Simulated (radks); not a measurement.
Species: neutral chlorine. Configuration: [Ne] 3s2 3p5 (the NIST ground configuration). Method: scalar-relativistic Kohn-Sham, SCAN, spin-polarised, spherical densities, finite nucleus; open shells are filled with parallel spins first; meta-GGA in the generalised Kohn-Sham scheme; Fermi nuclear charge, rms radius 3.3654 fm; computed with a radial shooting solver on a logarithmic mesh with Libxc functionals.

Normalised radial functions P(r) = r R(r), r in bohr:

| r | 3s down | 3p down |
|---|---|---|
| 0.005418 | 0.0606 | 0.0013 |
| 0.006158 | 0.0680 | 0.0016 |
| 0.006943 | 0.0755 | 0.0021 |
| 0.007828 | 0.0838 | 0.0026 |
| 0.008897 | 0.0933 | 0.0033 |
| 0.01003 | 0.1030 | 0.0041 |
| 0.01131 | 0.1134 | 0.0052 |
| 0.01275 | 0.1245 | 0.0065 |
| 0.01449 | 0.1370 | 0.0082 |
| 0.01634 | 0.1492 | 0.0103 |
| 0.01843 | 0.1618 | 0.0128 |
| 0.02094 | 0.1753 | 0.0162 |
| 0.02361 | 0.1878 | 0.0201 |
| 0.02662 | 0.1997 | 0.0249 |
| 0.03002 | 0.2106 | 0.0307 |
| 0.03411 | 0.2204 | 0.0383 |
| 0.03846 | 0.2271 | 0.0469 |
| 0.04337 | 0.2307 | 0.0571 |
| 0.04929 | 0.2299 | 0.0702 |
| 0.05557 | 0.2239 | 0.0846 |
| 0.06266 | 0.2117 | 0.1014 |
| 0.07065 | 0.1922 | 0.1207 |
| 0.0803 | 0.1625 | 0.1439 |
| 0.09053 | 0.1255 | 0.1682 |
| 0.1021 | 0.0794 | 0.1946 |
| 0.116 | 0.0200 | 0.2247 |
| 0.1308 | -0.0436 | 0.2536 |
| 0.1475 | -0.1132 | 0.2821 |
| 0.1663 | -0.1860 | 0.3084 |
| 0.189 | -0.2624 | 0.3320 |
| 0.2131 | -0.3278 | 0.3473 |
| 0.2403 | -0.3813 | 0.3532 |
| 0.2731 | -0.4173 | 0.3464 |
| 0.3079 | -0.4253 | 0.3245 |
| 0.3471 | -0.4030 | 0.2853 |
| 0.3914 | -0.3468 | 0.2273 |
| 0.4448 | -0.2488 | 0.1446 |
| 0.5016 | -0.1238 | 0.0489 |
| 0.5655 | 0.0265 | -0.0610 |
| 0.6427 | 0.2085 | -0.1922 |
| 0.7247 | 0.3827 | -0.3187 |
| 0.8171 | 0.5503 | -0.4444 |
| 0.9212 | 0.6949 | -0.5596 |
| 1.047 | 0.8085 | -0.6607 |
| 1.181 | 0.8688 | -0.7296 |
| 1.331 | 0.8799 | -0.7663 |
| 1.513 | 0.8394 | -0.7697 |
| 1.706 | 0.7610 | -0.7409 |
| 1.923 | 0.6557 | -0.6857 |
| 2.168 | 0.5371 | -0.6105 |
| 2.464 | 0.4103 | -0.5166 |
| 2.779 | 0.2997 | -0.4243 |
| 3.133 | 0.2052 | -0.3350 |
| 3.561 | 0.1294 | -0.2470 |
| 4.015 | 0.0773 | -0.1766 |
| 4.527 | 0.0424 | -0.1198 |
| 5.104 | 0.0212 | -0.0767 |
| 5.801 | 0.0091 | -0.0445 |
| 6.54 | 0.0037 | -0.0248 |

3s down: eigenvalue -20.942 eV, 2 radial nodes at r = 0.121, 0.554 bohr, <r> = 1.55 bohr, 90 % of the charge inside 2.36 bohr. 3p down: eigenvalue -8.295 eV, 1 radial node at r = 0.530 bohr, <r> = 1.86 bohr, 90 % of the charge inside 2.95 bohr.
